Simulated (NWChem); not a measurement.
# Atomisation of HF₂GaS

SMILES: [F][Ga]([F])[SH]
```xyz
5

Ga    -0.2004    -0.2365     0.0000
F      0.1903    -1.9487     0.0000
F     -1.9162     0.1553     0.0000
S      1.3356     1.3235     0.0000
H      0.3766     2.2947     0.0000
```
Charge 0, spin multiplicity 1.

Everything below was run with NWChem. All single points use one geometry, from PBE/def2-SVP, a minimum by its harmonic frequencies. It is one conformer; others weren't searched.

Basis set: def2-TZVP. The atomisation energy is electronic alone: no zero-point, thermal, spin-orbit or counterpoise terms. No value is extrapolated to the basis-set limit. Free atoms are single determinants with multiplicities Ga 2, F 2, S 3, H 2.

The Hamiltonian is non-relativistic. The structure started from a generated list of species. No SCF solution was tested for a lower state. Open-shell Hartree-Fock references start from PBE0 orbitals.

**Question.** One of these methods gave an atomisation energy of 451.1 kcal/mol. Which?
A. HF
B. LDA (SVWN5)
C. BHandHLYP
D. PBE0

**Answer.** B, LDA (SVWN5). The others give 266.2 (HF), 376.7 (PBE0), 355.8 (BHandHLYP).
